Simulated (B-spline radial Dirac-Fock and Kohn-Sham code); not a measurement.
## Ionisation of each subshell: Lu⁺

System: the Lu⁺ ion, [Xe] 4f13 5d1 6s2 (not the ground configuration); nuclear rms radius 5.37 fm (A = 175).

Calculated with a radial atomic solver, using multi-electron Dirac-Fock with separately optimised hole states, Breit and Lamb-shift corrections added in first order. Correlation energy is missing from these numbers. Energies are counted from the vacuum level.

All terms are in eV, carry their sign (relaxation lowers the binding energy) and add up to the binding energy; ⟨r⟩ is the mean radius of the orbital in the initial state.

```
subshell  −ε (Koopmans)  relaxation    Breit  self-energy  vacuum polarisation  binding energy  ⟨r⟩ (bohr)
      1s        63726.8      -86.24  -199.79      -127.43                23.11         63336.4       0.019
      2s        10993.3      -51.63   -21.88       -17.96                 3.05         10904.9       0.081
   2p1/2        10469.1      -55.96   -36.26         0.10                 0.10         10377.1       0.067
   2p3/2         9349.2      -53.21   -22.33        -1.22                -0.12          9272.3       0.075
      3s         2564.1      -29.43    -3.87        -4.07                 0.67          2527.4       0.212
   3p1/2         2333.0      -30.37    -6.67        -0.05                 0.02          2295.9       0.202
   3p3/2         2090.1      -28.94    -3.77        -0.29                -0.03          2057.1       0.216
   3d3/2         1703.2      -31.45    -2.82         0.31                -0.04          1669.2       0.190
   3d5/2         1650.8      -30.93    -1.74         0.17                -0.03          1618.2       0.194
      4s          554.8      -12.41    -0.77        -0.96                 0.16           540.8       0.478
   4p1/2          459.4      -12.18    -1.34         0.01                 0.00           445.9       0.486
   4p3/2          403.4      -11.16    -0.66        -0.05                -0.01           391.5       0.516
   4d3/2          246.0      -10.62    -0.35         0.08                -0.01           235.1       0.540
   4d5/2          235.6      -10.27    -0.13         0.05                -0.01           225.2       0.552
      4f          40.25       -8.31     0.14         0.05                -0.01               ?       0.678
      5s          87.84       -2.59    -0.10        -0.14                 0.02           85.04       1.168
   5p1/2          57.59       -2.32    -0.15         0.02                 0.00           55.13       1.295
   5p3/2          49.75       -2.02    -0.05         0.01                 0.00           47.69       1.394
      5d          15.50       -0.80     0.01         0.02                 0.00           14.73       2.149
      6s          13.41       -0.20    -0.01        -0.01                 0.00           13.19       3.301
```

Q: Which binding energy belongs in the row of 4f?

A: 32.12 eV, the sum of the terms in that row (to rounding).

For the deepest level, K (1s), the Breit terms make up -0.315 % of the binding energy, QED -0.165 % and orbital relaxation -0.136 %.
